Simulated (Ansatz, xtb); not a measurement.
## C4H9BFN: which of two isomers lies lower

Structure I: `BN1CC[C@H](F)C1`, a singlet. Structure II: `NB1CC[C@H](F)C1`, a singlet. Both are isolated molecules in the gas phase, relaxed with PBE0-D3(BJ)/def2-SVP; the shapes shown needn't be the lowest conformers.

I (Å):

```yaml
atoms:
  - { symbol: C, position_ang: [-1.0681, -1.4144, 0.5015] }
  - { symbol: C, position_ang: [-0.1961, -1.4298, 1.7489] }
  - { symbol: C, position_ang: [0.2479, 0.0191, 1.8299] }
  - { symbol: C, position_ang: [0.4566, 0.4152, 0.3746] }
  - { symbol: B, position_ang: [-0.3736, -0.5869, -1.7939] }
  - { symbol: F, position_ang: [-0.7858, 0.7687, 2.3630] }
  - { symbol: N, position_ang: [-0.3460, -0.5275, -0.4070] }
  - { symbol: H, position_ang: [-1.0527, -1.4299, -2.3338] }
  - { symbol: H, position_ang: [0.2918, 0.2032, -2.4250] }
  - { symbol: H, position_ang: [-1.2172, -2.4013, 0.0444] }
  - { symbol: H, position_ang: [-2.0601, -0.9964, 0.7472] }
  - { symbol: H, position_ang: [-0.7164, -1.7478, 2.6627] }
  - { symbol: H, position_ang: [0.6837, -2.0762, 1.5991] }
  - { symbol: H, position_ang: [1.1371, 0.1878, 2.4573] }
  - { symbol: H, position_ang: [0.1315, 1.4575, 0.2332] }
  - { symbol: H, position_ang: [1.5192, 0.3498, 0.0929] }
```

II (Å):

```yaml
atoms:
  - { symbol: C, position_ang: [-0.6696, 0.5626, -0.3585] }
  - { symbol: C, position_ang: [-0.3142, 0.1264, -1.7844] }
  - { symbol: C, position_ang: [1.0896, -0.4588, -1.6756] }
  - { symbol: C, position_ang: [1.0948, -1.2985, -0.4073] }
  - { symbol: B, position_ang: [0.1054, -0.4971, 0.5422] }
  - { symbol: F, position_ang: [1.4244, -1.1805, -2.8023] }
  - { symbol: N, position_ang: [-0.0586, -0.6908, 1.9116] }
  - { symbol: H, position_ang: [0.4806, -1.3591, 2.4458] }
  - { symbol: H, position_ang: [-0.7331, -0.1785, 2.4642] }
  - { symbol: H, position_ang: [-0.2400, 1.5608, -0.1474] }
  - { symbol: H, position_ang: [-1.7523, 0.6539, -0.1791] }
  - { symbol: H, position_ang: [-0.9812, -0.6886, -2.1155] }
  - { symbol: H, position_ang: [-0.3770, 0.9231, -2.5417] }
  - { symbol: H, position_ang: [1.8290, 0.3605, -1.5893] }
  - { symbol: H, position_ang: [2.0999, -1.5353, -0.0275] }
  - { symbol: H, position_ang: [0.6050, -2.2622, -0.6481] }
```

Quicker runs give these differences E(II) − E(I): GFN2-xTB +11.6 kcal/mol; HF/STO-3G −14.5 kcal/mol (at GFN2-xTB geometries); r2SCAN-D4/def2-SVP −28.6 kcal/mol (at GFN2-xTB geometries).

Q: Estimate E(II) − E(I) at the level CCSD(T)/def2-SVP + ΔMP2/def2-TZVPP.

A: Calculated at CCSD(T)/def2-SVP + ΔMP2/def2-TZVPP: E(II) − E(I) = −26.1 kcal/mol, so structure II lies lower.

Level by level:

```csv
level,geometry,E(II) − E(I) (kcal/mol),departure from the last row (kcal/mol),"job, with rough time for the two"
GFN2-xTB,GFN2-xTB,+11.6,+37.6,"optimisation, 0.28 s"
HF/STO-3G,GFN2-xTB,−14.5,+11.5,"single point, 0.36 s"
r2SCAN-D4/def2-SVP,GFN2-xTB,−28.6,−2.5,"single point, 4.3 s"
PBE0-D3(BJ)/def2-SVP,PBE0-D3(BJ)/def2-SVP,−27.2,−1.1,"optimisation, 55 s"
HF/def2-SVP,PBE0-D3(BJ)/def2-SVP,−25.1,+1.0,part of the CCSD(T) run
MP2/def2-SVP,PBE0-D3(BJ)/def2-SVP,−25.6,+0.5,part of the CCSD(T) run
CCSD(T)/def2-SVP,PBE0-D3(BJ)/def2-SVP,−23.7,+2.4,single point
CCSD(T)/def2-SVP + ΔMP2/def2-TZVPP,PBE0-D3(BJ)/def2-SVP,−26.1,,"single point, 90 s"
```

As drawn, II has 2 C–B, 2 N–H in place of 2 C–N, 2 B–H.

GFN2-xTB puts the two in the other order. The largest departure from CCSD(T)/def2-SVP + ΔMP2/def2-TZVPP is that of GFN2-xTB, 37.6 kcal/mol. The last row adds to CCSD(T) the change of the MP2 difference between the two basis sets, here −2.4 kcal/mol.

With thermal terms from frequencies at re-optimised GFN2-xTB minima (ideal gas, soft modes damped towards free rotors, one conformer each, 298.15 K, 1 atm): the zero-point term adds +1.3 kcal/mol; ΔH is −24.5 and ΔG −24.9 kcal/mol.

The correlated steps freeze 7 core orbitals. Programs: Ansatz 0.2.0, xtb 6.7.1; the last row on 4 threads of Arm Neoverse V1 on a shared host.
